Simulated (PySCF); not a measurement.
Species: C8H13N.
Z-matrix (Å and degrees, PBE0-D3(BJ)/def2-SVP geometry), rows numbered from 1:
```
C 
C   1  1.3335
C   2  1.5071  1  110.93
C   3  1.5257  2  113.33  1  -127.78
C   4  1.5471  3  117.08  2    64.02
C   5  1.5445  4   90.06  3   122.80
C   6  1.5448  5   90.09  4    -2.43
N   3  1.4665  2  104.05  1    -3.72
C   8  1.4609  3  109.47  2     7.27
H   1  1.0921  2  126.07  3  -178.15
H   2  1.0920  1  126.05  3   178.23
H   3  1.1116  2  109.07  1   113.65
H   4  1.1013  3  107.65  2   -63.83
H   5  1.0993  4  114.96  3  -118.90
H   5  1.1015  4  113.69  3     5.41
H   6  1.1009  5  115.13  4  -120.38
H   6  1.0996  5  114.30  4   114.48
H   7  1.0995  4  114.88  3   118.96
H   7  1.1002  4  113.70  3    -5.82
H   8  1.0140  3  110.49  2  -114.26
H   9  1.1050  1  112.65  2   127.47
H   9  1.1095  1  110.26  2  -114.76
```

The closed-shell ground state was solved at several levels (PySCF, density fitting, gas phase, non-relativistic).

```tsv
level	basis functions	HOMO (eV)	LUMO (eV)	gap (eV)	dipole (D)
B3LYP/def2-SVPD	284	-6.03	0.15	6.18	1.16
PBE0/pcSseg-1	218	-6.19	0.48	6.67	1.20
```

(1) What might wB97X-D/pcSseg-1 (218 basis functions) give for the same quantities?

(2) Over all these levels, which gives the widest orbital gap and which the narrowest?

(3) How far do the dipole and the HOMO energy spread over the levels?

## Answers

(1) HOMO -8.08 eV, LUMO 2.30 eV, gap 10.38 eV, dipole 1.22 D.

(2) wB97X-D/pcSseg-1 (range-separated hybrid) has the widest, 10.38 eV, and B3LYP/def2-SVPD (global hybrid, 20 % exact exchange) the narrowest, 6.18 eV. Functional and basis both differ between the two, so the spread mixes both effects.

(3) The dipole runs from 1.16 to 1.22 D (mean 1.19 D) and the HOMO from -8.08 to -6.03 eV.

One conformer stands for the species.
